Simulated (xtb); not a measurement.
Al(H)(OH)(SH) (AlH3OS), SMILES [SH][AlH][OH]. All values are semi-empirical tight-binding results from xtb (GFN2-xTB unless named), good for trends rather than for accurate numbers. Geometry: GFN2-xTB. Other conformers were not sampled.

Optimised geometry:

Bonds (Å): Al1–H2 1.514, Al1–O3 1.639, Al1–S5 2.197, O3–H4 0.947, S5–H6 1.331. Bond angles (°): H2–Al1–O3 118.9, H2–Al1–S5 120.6, O3–Al1–S5 120.5, Al1–O3–H4 173.1, Al1–S5–H6 90.6.
Charge 0, spin multiplicity 1.

For metal compounds this method's bond lengths and energies can be far off.

```
Property                                       Value
-------------------------------------  -------------
point group as xtb finds it                       Cs
orbital gap                                  4.16 eV
zero-point energy                      17.4 kcal/mol
G − E(el) at 298.15 K (modified RRHO)  -0.5 kcal/mol
```

Computed atomic charges and the Wiberg bond orders between heavy atoms:
charges (e) Al1 0.40, H2 -0.11, O3 -0.47, H4 0.32, S5 -0.33, H6 0.20. Bond orders Al1–O3 1.39, Al1–S5 1.20.
